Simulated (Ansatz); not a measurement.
The cluster Ge₃F₆, relaxed as a singlet with RKS PBE-D4/def2-SVP in Ansatz, starting from the GFN2-xTB geometry. Force threshold 0.03 eV/Å.

The structure comes from a short search, and lower isomers may exist.

Start:

```xyz
9

Ge    1.606   -0.735    1.022
Ge   -0.335    0.580   -2.293
Ge   -1.958   -0.027    1.457
F    -0.561   -1.448    1.049
F    -1.602    0.682   -0.528
F    -0.510    0.842    2.194
F     0.058    2.334   -2.244
F     1.213    0.068   -0.915
F     2.090   -2.295    0.259
```

Question: Estimate the energy that the relaxation releases and the steps that it takes.

Answer: 75.6 kJ/mol, in 17 steps; 93 s on 4 threads of Intel Xeon on a shared host. The force fell under the threshold at step 8, but the optimiser went on and released 0.020 eV more. No frequencies were taken in this run, so the end may be a saddle point.

Question: Does the start keep its bonding and symmetry?

Answer: Bonds formed: Ge1–F4 (atoms count from 1).

Question: Predict the relaxed structure.

Answer: 
```xyz
9

Ge    1.694   -1.136    0.851
Ge    0.115    0.434   -1.918
Ge   -1.795    0.006    1.257
F    -0.186   -1.155    1.513
F    -1.404   -0.022   -0.688
F    -0.824    1.457    1.552
F    -0.163    2.173   -1.762
F     1.297    0.426   -0.274
F     1.265   -2.183   -0.531
```
Bond lengths: 9 × F–Ge 1.77 to 2.02 Å.
